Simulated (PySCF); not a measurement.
An unknown gives this computed stick spectrum. Method: TDDFT CAM-B3LYP/def2-SVPD, vertical, gas phase, core orbitals frozen in the response in PySCF. Geometries: GFN2-xTB, one conformer each.

```
state  λ (nm)       f
   S1   214.0   0.016
   S2   174.0   0.261
   S3   167.3  0.0037
   S4   159.7   0.101
   S5   156.8   0.051
   S6   155.1   0.039
   S7   151.3  0.0024
   S8   148.4   0.032
```

Triplets computed (Tamm–Dancoff): 4.42, 5.38, 6.25 eV.

Problem. Which structure fits? All have the formula C5H8O2.
A. `O=C1CCOCC1`
B. `OC(=O)/C(=C/C)C`
C. `C=C[C@H](C)C(=O)O`
D. `C[C@@H]1O[C@H](C)C1=O`

Solution. C. Its S1, at 5.79 eV, is the highest among the candidates; the nearest of the others has S1 at 5.26 eV. S1 is HOMO→LUMO (36%), HOMO-1→LUMO (34%), HOMO-1→LUMO+3 (10%). Löwdin shares by element: HOMO carbon 65% or more, oxygen 15% or more (atoms not listed hold the other 20%); LUMO carbon 55% or more, oxygen 14% or more (atoms not listed hold the other 31%). At the same level the other candidates give, for their lowest levels:
- `C[C@@H]1O[C@H](C)C1=O`: 291 nm (f 0.000); 210 nm (f 0.007); 167 nm (f 0.018); 163 nm (f 0.005); 160 nm (f 0.004); T1 3.72 eV; HOMO -8.96, LUMO 0.07 eV
- `C/C=C(\C)C(=O)O`: 236 nm (f 0.000); 204 nm (f 0.423); 175 nm (f 0.000); 168 nm (f 0.049); 163 nm (f 0.000); T1 3.78 eV; HOMO -8.87, LUMO 0.01 eV
- `O=C1CCOCC1`: 284 nm (f 0.000); 190 nm (f 0.027); 171 nm (f 0.025); 159 nm (f 0.000); 158 nm (f 0.021); T1 3.81 eV; HOMO -8.76, LUMO 0.39 eV

Conformer computed: `[CH2:1]=[CH:2][C@H:3]([CH3:4])[C:5](=[O:6])[OH:7]`: C1–C2–C3–C4 -129°, C2–C3–C5–O6 80°, H–O7–C5–C3 177°.
